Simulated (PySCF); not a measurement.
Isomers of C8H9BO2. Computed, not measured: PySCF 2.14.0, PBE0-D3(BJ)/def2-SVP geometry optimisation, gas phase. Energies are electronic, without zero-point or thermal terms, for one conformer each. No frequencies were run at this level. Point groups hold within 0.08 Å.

Question: Order them by energy at this level, lowest first, and give relative energies in kcal/mol.
A. `[CH3:1][O:2][BH:3][c:4]1[cH:5][cH:6][cH:7][c:8](=[O:9])[cH:10][cH:11]1` with C1–O2–B3–C4 180°, O2–B3–C4–C5 180°
B. `[BH2:1][c:2]1[cH:3][cH:4][cH:5][cH:6][c:7]([O:8][CH3:9])[c:10]1=[O:11]` with C6–C7–O8–C9 -5°

Answer: A (0.0), B (46.1).

As drawn, the lower has a B–O bond, which the higher lacks.

```json
{"SMILES": "COBc1cccc(=O)cc1", "E (Eh)": "-484.66528", "E rel (kcal/mol)": "0.0", "dipole (D)": "5.38", "point group": "near Cs", "A, B, C (MHz)": "2768, 553.5, 462.8"}
{"SMILES": "Bc1ccccc(OC)c1=O", "E (Eh)": "-484.59189", "E rel (kcal/mol)": "46.1", "dipole (D)": "5.68", "point group": "C1", "A, B, C (MHz)": "1628, 1019, 658.5"}
```

How do the relative energies change in single points at PBE0/pcSseg-1 (no added dispersion term) on the same geometries?

```json
{"SMILES": "COBc1cccc(=O)cc1", "PBE0-D3(BJ)/def2-SVP (kcal/mol)": "0.0", "PBE0/pcSseg-1 (kcal/mol)": "0.0", "shift": "0.0"}
{"SMILES": "Bc1ccccc(OC)c1=O", "PBE0-D3(BJ)/def2-SVP (kcal/mol)": "46.1", "PBE0/pcSseg-1 (kcal/mol)": "47.5", "shift": "+1.4"}
```

Each column counts from its own lowest isomer. The order is unchanged; the largest shift is 1.4 kcal/mol.
